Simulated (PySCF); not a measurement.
In(H)2(OEt) (C2H7InO), SMILES [O]([InH2])CC.

Geometry: B3LYP-D3(BJ)/def2-SVP. The structure was generated by enumeration; whether it is a known compound was not checked. The def2 effective core potentials stand for the cores of In; spin–orbit coupling is left out. One conformer was computed; it need not be the lowest.

Level of theory: IEF-PCM-B3LYP/def2-SVP (PySCF).

The values are the electrostatic part of the solvation free energy, E(continuum) − E(gas) at the gas-phase geometry, in a cavity of scaled van der Waals radii (PySCF's table); cavitation and dispersion terms are not included. A continuum can't describe solvent molecules that bind to the metal. In vacuum the orbital gap is 5.13 eV. The dipole moment in vacuum is 1.49 D.

Computed values in water (ε = 78.36), dichloromethane (ε = 8.93), tetrahydrofuran (ε = 7.43):
```
solvent              ε  ΔG(elec) (kcal/mol)  dipole (D)  gap (eV)
---------------  -----  -------------------  ----------  --------
water            78.36                 -5.1        2.08      5.59
dichloromethane   8.93                 -4.2        1.97      5.51
tetrahydrofuran   7.43                 -4.1        1.95      5.49
```
